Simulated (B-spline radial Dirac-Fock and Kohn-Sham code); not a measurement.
**Elastic scattering of 2.19 keV electrons by atomic thallium**

Model: relativistic (Dirac) partial waves in the static field of the Dirac-Fock atom with Furness-McCarthy exchange, without polarisation or absorption potentials. Program: a radial atomic solver.

| θ (°) | dσ/dΩ (Å²/sr) | Sherman function |
| --- | --- | --- |
| 5 | 16.1 | 0.000 |
| 10 | 3.15 | 0.002 |
| 15 | 0.933 | 0.002 |
| 20 | 0.425 | -0.003 |
| 25 | 0.237 | -0.013 |
| 30 | 0.144 | -0.022 |
| 35 | 0.0948 | -0.020 |
| 40 | 0.0679 | -0.001 |
| 45 | 0.0517 | 0.031 |
| 50 | 0.0406 | 0.064 |
| 55 | 0.0322 | 0.088 |
| 60 | 0.0254 | 0.090 |
| 65 | 0.0199 | 0.060 |
| 70 | 0.0155 | -0.008 |
| 75 | 0.0126 | -0.105 |
| 80 | 0.0112 | -0.191 |
| 85 | 0.0115 | -0.210 |
| 90 | 0.0132 | -0.161 |
| 95 | 0.0155 | -0.085 |
| 100 | 0.0176 | -0.011 |
| 105 | 0.0185 | 0.054 |
| 110 | 0.0175 | 0.114 |
| 115 | 0.0145 | 0.179 |
| 120 | 0.00989 | 0.265 |
| 125 | 0.00505 | 0.407 |
| 130 | 0.00176 | 0.539 |
| 135 | 0.00205 | -0.268 |
| 140 | 0.00770 | -0.287 |
| 145 | 0.0198 | -0.191 |
| 150 | 0.0383 | -0.131 |
| 155 | 0.0620 | -0.092 |
| 160 | 0.0883 | -0.065 |
| 165 | 0.114 | -0.045 |
| 170 | 0.136 | -0.028 |
| 175 | 0.150 | -0.013 |

The total elastic cross section is 1.97 Å², the first transport cross section 0.333 Å² and the second, weighted with (3/2) sin²θ, 0.315 Å². The mean deflection is ⟨1 − cos θ⟩ = 0.169, and 7.3 % of the collisions scatter beyond 90°.

On this grid of angles the cross section has minima near 80°, 130°.

Phase shifts modulo π (rad) for κ = −1 to −5: -0.036, 1.104, -0.694, 0.837, -0.395.

Values without a named source are computed, but for edge energies of neutral atoms, which are taken from tables.
